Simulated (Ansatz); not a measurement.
MoSeBr4, relaxed as a singlet with RKS r2SCAN-D4/def2-SVP in Ansatz, starting from the GFN2-xTB geometry. Force threshold 0.02 eV/Å.

In the def2 sets Mo takes a core potential; there is no spin–orbit coupling. The restricted singlet is unstable towards broken spin symmetry in Hartree–Fock (as tested in another run); at r2SCAN-D4/def2-SVP this wasn't settled. The relaxation made no stability test and no search for a lower SCF solution.

Start:

Cartesian coordinates in Å:
```
Mo -0.0104 -0.0008 -0.0029
Se -2.0637 -0.6567 -0.6704
Br 0.9999 0.9139 -2.0468
Br 1.3810 -1.9921 -0.3755
Br 0.0396 -0.5886 2.3802
Br -0.3464 2.3244 0.7153
```

Estimate the energy that the relaxation releases and the steps that it takes.

2.3 kJ/mol, in 4 steps; 16 s on 4 threads of Intel Xeon on a shared host. No frequencies were taken in this run, so the end may be a saddle point.

Does the start keep its bonding and symmetry?

By distances, no bond broke or formed. The bond that changes most is Mo1–Se2, from 2.26 to 2.21 Å (atoms count from 1). Point group C4v at the start, C4v at the end, both within 0.05 Å.

Predict the relaxed structure.


Cartesian coordinates in Å:
```
Mo -0.027 -0.009 -0.009
Se -2.042 -0.649 -0.663
Br 0.998 0.916 -2.045
Br 1.380 -1.992 -0.377
Br 0.038 -0.587 2.381
Br -0.346 2.321 0.713
```
Bond lengths: 4 × Br–Mo 2.46 Å; 1 × Mo–Se 2.21 Å.
